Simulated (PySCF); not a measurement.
C3H7NO2Si.
Numbering: `[CH2:1]=[CH:2][O:3][SiH2:4][C:5]([NH2:6])=[O:7]` (hydrogens: H8, H9 on C1; H10 on C2; H11, H12 on Si4; H13, H14 on N6)

Cartesian coordinates in Å at the PBE0-D3(BJ)/def2-SVP level; atoms count from 1:
```xyz
14
C3H7NO2Si angstrom
C      2.650    0.603    0.714
C      1.591    0.240    1.442
O      0.348   -0.015    0.980
Si    -0.199    0.060   -0.620
C     -2.048   -0.407   -0.512
N     -2.541   -0.668    0.719
O     -2.695   -0.448   -1.543
H      2.603    0.734   -0.371
H      3.606    0.781    1.207
H      1.656    0.114    2.528
H     -0.048    1.437   -1.165
H      0.534   -0.918   -1.471
H     -1.940   -0.608    1.532
H     -3.520   -0.912    0.827
```

Computed at PBE0/pcSseg-1 (PySCF, non-relativistic), with Q(17O) = −0.0256 b, Q(14N) = 0.02044 b: O3, 17O (I = 5/2): χzz = -9.409 MHz, η = 0.203; N6, 14N (I = 1): χzz = -4.268 MHz, η = 0.077; O7, 17O (I = 5/2): χzz = 9.437 MHz, η = 0.034.

Task: Where would the pure quadrupole (NQR) lines of 17O at O3 fall for the rigid, isolated species?

Result: From the eigenvalues of H = χ/[4I(2I − 1)] × [3Iz² − I(I + 1) + η(Ix² − Iy²)], steps between neighbouring levels, labelled as for η = 0: ±1/2↔±3/2 1.473 MHz, ±3/2↔±5/2 2.800 MHz (silyl ether oxygen).

Task: Find the zero-field quadrupole resonance frequencies of 14N at N6.

Result: From ν± = (3/4)|χ|(1 ± η/3) and ν0 = |χ|η/2: ν+ 3.283 MHz, ν− 3.119 MHz, ν0 0.164 MHz (nitrogen bound to a carbonyl carbon).

Task: Find the zero-field quadrupole resonance frequencies of 17O at O7.

Result: From the eigenvalues of H = χ/[4I(2I − 1)] × [3Iz² − I(I + 1) + η(Ix² − Iy²)], steps between neighbouring levels, labelled as for η = 0: ±1/2↔±3/2 1.417 MHz, ±3/2↔±5/2 2.830 MHz (carbonyl oxygen).

In a crystal, neighbours and librations shift these lines. A larger basis could move these couplings by a tenth or more.

One conformer stands for the species.
